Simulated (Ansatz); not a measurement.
A barrier at the coupled-cluster level

Start structure (GaH3Cl2O, singlet), relaxed at PBE0-D4/def2-TZVP:

```xyz
7
angstrom
Ga -0.3406 0.6654 -0.2330
O 1.4049 0.7265 -0.5030
Cl -1.6225 -0.3031 -1.6265
Cl -1.1511 1.7063 1.4165
H 0.3709 -1.4183 1.1812
H -0.3352 -1.6474 1.0698
H 1.6735 0.2706 -1.3050
```

The step: GaHCl₂O ([OH][Ga]([Cl])[Cl]) + H₂ → GaHCl₂ ([Cl][GaH][Cl]) + H₂O (still joined by a long Ga–O bond); bonds formed: Ga1–H6, O2–H5; bonds broken: H5–H6; bonds weakened to dative contacts: Ga1–O2. Program: Ansatz 0.2.0. Basis: def2-TZVPP and def2-QZVPP. Cores are frozen in the correlated methods. Filled d shells of the heavier atoms are correlated. The def2 sets are not built for correlating such inner shells, so the correlated values are less sure here. Extrapolation: Hartree–Fock as exp(−7.88 √X), correlation as X^−2.97. Energies below are by CCSD(T) at an estimated basis limit (MP2 extrapolated from triple and quadruple zeta, plus CCSD(T) − MP2 in triple zeta).

What are the electronic barrier and the energy of the step, from the start structure to the end structure? (An estimate is asked for; the value comes from the calculation.)

The calculation gives: Barrier 1.077 eV; step energy -0.412 eV (downhill); reverse barrier, their difference, 1.490 eV. Barrier and step energy count from the start structure, the reverse barrier from the end structure.

The saddle point: One imaginary mode of 1293i cm⁻¹.
```csv
pair,start (Å),saddle (Å),end (Å)
Ga1–H6,2.65,1.81,1.55
O2–H5,2.92,1.32,0.96
Ga1–O2,1.77,1.91,2.12
H5–H6,0.75,1.00,2.91
```

Zero-point energy (harmonic, PBE0-D4): ZPE is 0.779 eV at the start and 0.824 eV at the saddle, so the barrier goes from 1.077 to 1.123 eV.

The T1 diagnostic stays at or below 0.012.

Labels in which every atom is bracketed show which atoms are joined, not bond orders.

For scale, one of the runs: CCSD(T)/def2-TZVPP, 205 basis functions, launched by `ansatz run in.yaml --threads 4 --pin off --events-out ev --progress --plain --max-ram 9574MiB`. The run took 86 s on 4 CPU threads of an Arm Neoverse V2 (shared host), with 2.6 GiB of host memory at its peak.
